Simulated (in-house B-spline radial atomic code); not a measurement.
Ionisation energies along the 29-electron series, configuration [Ar] 3d10 4s1, as differences of self-consistent energies. NIST's values go from ground level to ground level; the uncertainty of those that are theory runs from under 0.1 % in few-electron ions to several per cent in heavy many-electron ones. Computed with an all-electron radial atomic-structure program (B-spline basis): non-relativistic Hartree-Fock, average of the configuration, point nuclei.

This level leaves out relativity, spin-orbit splitting included, which matters for heavy ions.

| ion | configuration after | ionisation energy (eV) | IE/(q+1)² (eV) | -ε less Coulomb ΔSCF (eV) | tabulated value (eV) | tabulated kind | computed minus tabulated (eV) |
| --- | --- | --- | --- | --- | --- | --- | --- |
| Cu | [Ar] 3d10 | 6.41 | 6.4083 | 0.081463 | 7.72638 | measured | -1.32 |
| Zn+ | [Ar] 3d10 | 16.56 | 4.1391 | 0.088862 | 17.96439 | measured | -1.41 |
| Ga2+ | [Ar] 3d10 | ? | ? | ? | ? | measured | ? |
| Ge3+ | [Ar] 3d10 | 43.98 | 2.7488 | 0.09333 | 45.7155 | measured | -1.74 |
| As4+ | [Ar] 3d10 | ? | ? | ? | ? | measured | ? |
| Se5+ | [Ar] 3d10 | ? | ? | ? | ? | measured | ? |
| Br6+ | [Ar] 3d10 | 100.28 | 2.0465 | 0.10205 | 103.03 | semi-empirical | -2.75 |
| Kr7+ | [Ar] 3d10 | 122.81 | 1.9189 | 0.10501 | 125.802 | measured | -2.99 |
| Rb8+ | [Ar] 3d10 | 147.17 | 1.8169 | 0.10786 | 150.628 | measured | -3.46 |
| Sr9+ | [Ar] 3d10 | 173.33 | 1.7333 | 0.11058 | 177.3 | measured | -3.97 |

Question: Fill in the row of Ga2+.

Answer: ionisation energy (eV): 29.18; IE/(q+1)² (eV): 3.242; -ε less Coulomb ΔSCF (eV): 0.091005; tabulated value (eV): 30.72576; computed minus tabulated (eV): -1.55.

Question: Fill in the row of As4+.

Answer: ionisation energy (eV): 60.82; IE/(q+1)² (eV): 2.4327; -ε less Coulomb ΔSCF (eV): 0.096077; tabulated value (eV): 62.77; computed minus tabulated (eV): -1.95.

Question: Fill in the row of Se5+.

Answer: ionisation energy (eV): 79.60; IE/(q+1)² (eV): 2.2111; -ε less Coulomb ΔSCF (eV): 0.099043; tabulated value (eV): 81.83; computed minus tabulated (eV): -2.23.

Question: How far is this level of theory from the measured and semi-empirical values?

Answer: Over those 10 rows the differences run from -3.97 to -1.32 eV (mean absolute value 2.3 eV). The calculation leaves out relativity, correlation and, in open shells, the multiplet splittings that an average leaves out.
